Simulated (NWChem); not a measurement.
System: TTF (C6H4S4); SMILES C1=CSC(=C2SC=CS2)S1

The following NWChem deck was run.

```
start job
memory heap 200 mb stack 900 mb global 1100 mb
geometry units angstroms noautosym nocenter noautoz
  C      0.669920     3.178065     0.000000
  C     -0.669920     3.178065     0.000000
  S     -1.487454     1.636130     0.000000
  C      0.000000     0.676211     0.000000
  C      0.000000    -0.676211     0.000000
  S     -1.487454    -1.636130     0.000000
  C     -0.669920    -3.178065     0.000000
  C      0.669920    -3.178065     0.000000
  S      1.487454    -1.636130     0.000000
  S      1.487454     1.636130     0.000000
  H      1.289526     4.076039     0.000000
  H     -1.289526     4.076039     0.000000
  H     -1.289526    -4.076039     0.000000
  H      1.289526    -4.076039     0.000000
end
basis spherical
  C library def2-svp
  S library def2-svp
  H library def2-svp
end
dft
  xc xpbe96 cpbe96
  iterations 150
  semidirect filesize 400000000
end
cosmo
  do_cosmo_smd true
  solvent thf
end
task dft energy
```

Structure relaxed at the PBE0/def2-SVP level. No frequency run checked for a minimum. Solvent: tetrahydrofuran.

Level: PBE/def2-SVP with SMD (1 M gas to 1 M solution), gas-phase geometry.

Give the results of this calculation. (PBE/def2-SVP, SMD on the gas-phase geometry.) Quantities: solvation free energy (kcal/mol); cavity-dispersion-structure term (kcal/mol).

The solvation free energy (kcal/mol) comes out as -6.9. The cavity-dispersion-structure term (kcal/mol) is -1.7.
